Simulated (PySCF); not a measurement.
B(F)(NCO)(OMe) (C2H3BFNO2), SMILES COB(F)N=C=O.

Geometry optimised at r2SCAN-D4/def2-SVP. This is a generated structure with no PubChem entry under its InChIKey; it may be hypothetical. Other conformers were not sampled.

Two levels are set side by side: PBE/def2-TZVP (PySCF) and B3LYP/def2-TZVP (PySCF). Same geometry, gas phase. Differences are taken from unrounded values.

| quantity | B3LYP |
|---|---|
| orbital gap (eV) | 8.24 |
| highest occupied level (eV) | -8.78 |
| lowest empty level (eV) | -0.54 |
| dipole moment (D) | 2.46 |
| mean polarisability (bohr³) | 49.8 |

### Question
What does PBE give, and how far is it from B3LYP? (Estimate from the structure and the level; the computed values follow.)

### Answer

```tsv
quantity	PBE	PBE minus B3LYP
orbital gap (eV)	6.26	-1.98
highest occupied level (eV)	-7.54	1.24
lowest empty level (eV)	-1.28	-0.74
dipole moment (D)	2.37	-0.08
mean polarisability (bohr³)	51.8	2.0
```

Without exact exchange PBE keeps part of each electron's self-repulsion, which lifts occupied levels and narrows the gap. PBE's more diffuse valence density responds more strongly to a field. Differences between two approximate levels are no errors against the true value.

Rough cost on one machine, each run with all the roots and properties that it gave: B3LYP against PBE within a factor of 2.
